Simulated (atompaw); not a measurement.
# zirconium PAW (atompaw): all-electron and pseudo phase curves

zirconium (Zr), PAW, made with atompaw 4.2.0.5 (PBE, scalar-relativistic). Core [Ar] 3d10, reference 4s2 4p6 4d2 5s2 5p0. Waves: 4s (bound): rc 1.95 bohr; 5s (bound): rc 2.55 bohr; 4p (bound): rc 2.35 bohr; 5p (bound, empty): rc 2.55 bohr; 4d (bound): rc 2.55 bohr; 4d channel at 3.75 Ry: rc 2.55 bohr. Local part: bessel scheme, radius 2.30 bohr. Core correction: smooth core density matched at 1.75 bohr. Augmentation charge: besselshape compensation charge, radius 2.30 bohr; PAW radius 2.55 bohr; waves and projectors: custom polynom2 7 10 vanderbiltortho.

The phase is arctan(r·u′/u) with u = r·R(r), unwrapped; energies in Ry, scanned from -6 to 5 Ry. A pole is an energy at which the radial function vanishes at the test radius. The pseudo phase is shifted by a multiple of π to meet the all-electron one at the reference energy, and phase errors are pseudo minus all-electron; the curves can meet again beyond the range given. Levels narrower than the energy grid can be missing from the lists of poles.

Problem. For each channel, where are the poles, and over which energies does the pseudopotential scatter like the atom?

Solution.

```csv
channel,radius (bohr),reference energy (Ry),"poles, all-electron","poles, pseudo",unbroken range about the reference energy with phases within 0.05 rad,phase error 1 Ry above the reference energy (rad)
s,2.56,-0.33,"-3.92, 3.44","-3.92, 2.88",below 3.2,-0.027
p,2.56,-0.11,"-2.19, 4.72",-2.19,below 0.9,+0.040
d,2.56,-0.26,0.52,0.56,the whole range,+0.017
```

Phases in the s channel:

| E (Ry) | all-electron | pseudo |
| --- | --- | --- |
| -6.00 | 1.385 | 1.383 |
| -5.76 | 1.379 | 1.377 |
| -5.52 | 1.371 | 1.369 |
| -5.28 | 1.361 | 1.359 |
| -5.04 | 1.349 | 1.347 |
| -4.80 | 1.332 | 1.329 |
| -4.56 | 1.302 | 1.299 |
| -4.32 | 1.222 | 1.218 |
| -4.08 | -0.278 | -0.288 |
| -3.84 | -1.643 | -1.645 |
| -3.60 | -1.723 | -1.725 |
| -3.36 | -1.757 | -1.759 |
| -3.12 | -1.779 | -1.782 |
| -2.88 | -1.799 | -1.801 |
| -2.64 | -1.817 | -1.820 |
| -2.40 | -1.837 | -1.839 |
| -2.16 | -1.859 | -1.861 |
| -1.92 | -1.883 | -1.886 |
| -1.68 | -1.913 | -1.915 |
| -1.44 | -1.949 | -1.951 |
| -1.20 | -1.995 | -1.997 |
| -0.96 | -2.056 | -2.058 |
| -0.72 | -2.140 | -2.141 |
| -0.48 | -2.263 | -2.263 |
| -0.24 | -2.454 | -2.454 |
| 0.00 | -2.758 | -2.761 |
| 0.24 | -3.197 | -3.209 |
| 0.48 | -3.657 | -3.680 |
| 0.72 | -3.994 | -4.021 |
| 0.96 | -4.206 | -4.235 |
| 1.20 | -4.342 | -4.371 |
| 1.44 | -4.434 | -4.463 |
| 1.68 | -4.500 | -4.530 |
| 1.92 | -4.549 | -4.581 |
| 2.16 | -4.588 | -4.622 |
| 2.40 | -4.620 | -4.656 |
| 2.64 | -4.646 | -4.686 |
| 2.88 | -4.669 | -4.712 |
| 3.12 | -4.689 | -4.738 |
| 3.36 | -4.707 | -4.762 |
| 3.60 | -4.723 | -4.787 |
| 3.84 | -4.739 | -4.813 |
| 4.08 | -4.754 | -4.842 |
| 4.32 | -4.769 | -4.875 |
| 4.56 | -4.784 | -4.915 |
| 4.80 | -4.799 | -4.967 |
